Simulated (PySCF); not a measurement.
How strong are the bonds of tetrachlorosilane?

Parent: tetrachlorosilane, `Cl[Si](Cl)(Cl)Cl` (Cl4Si). Atom numbers as in the mapped SMILES `[Cl:1][Si:2]([Cl:3])([Cl:4])[Cl:5]`.

Level of theory: M06-2X/def2-TZVP single points in PySCF, grid level 3; every species was optimised with PBE0-D3(BJ)/def2-SVP. Zero-point and thermal terms (298.15 K, 1 bar) come from unscaled PBE0-D3(BJ)/def2-SVP harmonic frequencies, with soft modes damped to free rotors in the entropy.

| bond | r / Å | radicals | BDE(298 K) / kJ/mol | BDFE / kJ/mol | D₀ / kJ/mol | Dₑ / kJ/mol |
| --- | --- | --- | --- | --- | --- | --- |
| Cl1–Si2 | 2.033 | Cl• + `Cl[Si](Cl)Cl` | 450 | 404 | 448 | 454 |

Homolysis to relaxed radicals in the gas phase; the table need not hold every single bond outside rings.

Known limits: spin-orbit coupling is left out of the energies, which matters for open shells on the heavier atoms.

Hardware: 1 thread of Arm Neoverse V1, shared with other jobs. Command: `OMP_NUM_THREADS=1 python redox_run.py task.json out`. Structures, frequencies and single points: 2.6 min.
